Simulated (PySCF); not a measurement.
Start geometry of `COc1cc[cH-]c1` from GFN2-xTB (Å):
```
atom  x, y, z in Å
C1    -2.3578    0.2036   -0.1221
O2    -1.4583   -0.8359    0.0317
C3    -0.0907   -0.4282    0.0418
C4     0.9574   -1.3312    0.1916
C5     2.1463   -0.5965    0.1563
C6     1.8242    0.7435   -0.0140
C7     0.4307    0.8555   -0.0862
H8    -2.2818    0.9434    0.6910
H9    -2.2173    0.7389   -1.0751
H10   -3.3632   -0.2324   -0.1091
H11    0.8588   -2.4005    0.3132
H12    3.1452   -1.0091    0.2473
H13    2.5243    1.5689   -0.0813
H14   -0.1184    1.7797   -0.2173
```

**Question.** What comes out of this run: PBE0-D3(BJ)/def2-SVP geometry optimisation, gas phase (PySCF 2.14.0)?

**Answer.** 
```
atom  x, y, z in Å
C1    -1.7106    0.6104   -0.0609
O2    -0.8092   -0.4174    0.0961
C3     0.5260   -0.0306    0.1048
C4     1.5797   -0.9483    0.2552
C5     2.7855   -0.2034    0.2170
C6     2.4636    1.1538    0.0445
C7     1.0497    1.2733   -0.0271
H8    -1.6420    1.3678    0.7507
H9    -1.5708    1.1602   -1.0175
H10   -2.7276    0.1810   -0.0515
H11    1.4647   -2.0279    0.3773
H12    3.7940   -0.6197    0.3068
H13    3.1740    1.9834   -0.0240
H14    0.4859    2.1995   -0.1590
```

The energy falls by 0.079 eV over 6 energy and gradient evaluations, the largest force component goes from 0.0326 to 2.2e-04 Eh/bohr, and the atoms move by 0.021 Å rms after alignment. The bond that changes most is O2–C3 (aryl ether oxygen to aromatic carbon bearing oxygen), which shortens by 0.037 Å. Bonds longer at the end by more than 0.005 Å: 12 of 14; shorter: 2. Rotational constants go from 7472, 2030, 1613 to 7327, 2041, 1612 MHz. The orientation of the end geometry is arbitrary; only internal coordinates are fixed.

The run used 133 basis functions and 41 SCF cycles in all.

No PBE0-D3(BJ)/def2-SVP frequencies stand behind this structure, so it isn't proved a minimum. The geometry's basis has no diffuse functions, a weakness for an anion.

One conformer stands for the species.
